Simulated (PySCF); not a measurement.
C5H9O, doublet, at a GFN2-xTB geometry. Base run: PySCF with MP2/3-21G.

The PySCF input:
```python
from pyscf import gto, scf, mp

mol = gto.Mole()
mol.atom = '''
    C     0.787407    1.416526    0.002472
    C     0.223075    0.007554   -0.227319
    C    -0.927506    0.047206   -1.240977
    C     1.330349   -0.934329   -0.703988
    C    -0.281101   -0.435133    1.117081
    O    -1.345051   -0.321030    1.637403
    H     0.008260    2.090268    0.352004
    H     1.585296    1.394748    0.741019
    H     1.188246    1.802264   -0.932419
    H    -1.335579   -0.949594   -1.392216
    H    -0.566246    0.424826   -2.195545
    H    -1.724439    0.695476   -0.884197
    H     2.138555   -0.971509    0.021857
    H     0.942231   -1.941084   -0.839268
    H     1.730736   -0.588104   -1.654071
'''
mol.basis = '3-21g'
mol.charge = 0
mol.spin = 1
mol.verbose = 3
mol.build()

mf = scf.UHF(mol)
mf.kernel()

pt = mp.MP2(mf)
pt.kernel()
print('E(MP2) = %.10f' % pt.e_tot)
```

The base run was repeated with changes; each row names its change, and settings that it needs were set with it.

```csv
change,ΔE vs base (mEh),MP2 correlation (Eh),basis functions,core-seconds (rough)
base,0.000,-0.57751,72,2
method = ccsd(t),-67.865,-0.57751,72,200
frozen = 6,___,___,72,2
method = cisd,___,-,72,20
method = ccsd,-48.879,-0.57751,72,80
frozen = 7,56.172,-0.52133,72,2
density fitting = JK and correlation,0.444,-0.57730,72,2
frozen = 5,8.549,-0.56896,72,2
cart = on,0.000,-0.57751,72,2
```

Task: Some entries are withheld; supply them.

Result: 
- frozen = 6, ΔE vs base (mEh): 10.213
- frozen = 6, MP2 correlation (Eh): -0.56729
- method = cisd, ΔE vs base (mEh): 53.564

Open shells are given as the SCF converged; they aren't shown to be the lowest states, and a large step between rows can be another state.
